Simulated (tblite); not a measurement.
Run record: molecular-dynamics run, `C#C[C@H]1C=C(F)CN1`.

Computed with GFN2-xTB (tblite), gas phase: Langevin dynamics at 200 K from the optimised GFN2-xTB geometry, time step 0.5 fs, friction 0.01 fs⁻¹, 2000 steps. The input is one job of a driver script: a line of settings, then coordinates in Å. «temperature» is in K, «steps» counts time steps and «every» is the stride of the printed frames; «frames» go on to single points.

Command:
```bash
OMP_NUM_THREADS=1 python probes_run.py task.json out
```

Input:
```
{"job": {"kind": "md", "xc": "GFN2-xTB", "basis": "xTB", "temperature": 200, "steps": 2000, "every": 50, "frames": 5}, "charge": 0, "multiplicity": 1}
C      2.181708    -1.694905     0.459616
C      1.593174    -0.728580     0.068569
C      0.811528     0.440929    -0.319012
C     -0.239317     0.051807    -1.325554
C     -1.422983     0.119119    -0.744776
F     -2.606930    -0.179263    -1.293648
C     -1.352886     0.576972     0.679652
N      0.031347     1.014027     0.786880
H      2.722537    -2.536797     0.775734
H      1.494891     1.209863    -0.707398
H     -0.004480    -0.260542    -2.324122
H     -1.627771    -0.244407     1.360290
H     -2.027389     1.419008     0.873722
H      0.445895     0.812298     1.687881
```

Problem. What does the run print? One trajectory will do; the random numbers aren't given.

Solution. 
```
t/fs     T/K      E/eV
    0.0   154.9   -638.27867
   25.0   113.5   -638.09220
   50.0   146.6   -638.07217
   75.0   151.3   -638.02996
  100.0   181.3   -638.08505
  125.0   169.6   -638.00741
  150.0   170.7   -637.99789
  175.0   272.0   -638.05301
  200.0   189.5   -637.98491
  225.0   200.5   -638.00119
  250.0   153.8   -637.94179
  275.0   231.8   -638.11619
  300.0   125.1   -637.99861
  325.0   164.0   -637.95646
  350.0   228.3   -637.95458
  375.0   233.8   -638.01545
  400.0   221.6   -637.91625
  425.0   210.1   -637.83650
  450.0   180.5   -637.71029
  475.0   251.2   -637.76960
  500.0   291.0   -637.91257
  525.0   235.8   -637.93876
  550.0   202.1   -637.99238
  575.0   221.3   -637.98164
  600.0   235.6   -637.98619
  625.0   182.9   -637.92705
  650.0   121.8   -637.81330
  675.0   197.4   -637.93087
  700.0   153.2   -637.91822
  725.0   160.0   -637.99881
  750.0   182.7   -638.03032
  775.0   179.7   -638.03542
  800.0   213.3   -638.00261
  825.0   154.2   -637.98139
  850.0   153.2   -637.97802
  875.0   196.1   -638.09616
  900.0   129.3   -637.95433
  925.0   156.9   -638.03702
  950.0   159.9   -637.99395
  975.0   197.8   -638.01884
 1000.0   160.2   -637.96883
```

E is the potential energy; T comes from the kinetic energy over all 3N coordinates.

Problem. Sum up the printed frames.

Solution. 41 frames over 1000 fs. T runs from 114 K (25 fs) to 291 K (500 fs), with a mean of 186 K over all frames and 185 K from 500 fs on. E starts at -638.279 eV, peaks 0.568 eV above that at 450 fs, and averages 0.303 eV above it from 500 fs on.

Problem. Give the last frame.

Solution. 0.16 Å rms from the start after alignment:
```
atom  x, y, z in Å
C1      2.704   -2.015    0.528
C2      1.957   -1.173    0.166
C3      1.163    0.021   -0.022
C4     -0.082   -0.323   -0.814
C5     -1.165   -0.251   -0.057
F6     -2.423   -0.501   -0.465
C7     -0.868    0.130    1.357
N8      0.603    0.412    1.308
H9      3.285   -2.800    0.948
H10     1.774    0.891   -0.342
H11    -0.131   -0.698   -1.814
H12    -1.066   -0.700    1.976
H13    -1.388    1.056    1.742
H14     1.149    0.019    2.079
```

The run took 8.3 s of wall time on an Intel Xeon 6975P-C with one thread, no GPU (shared host), and the process peaked at 0.18 GiB of memory.
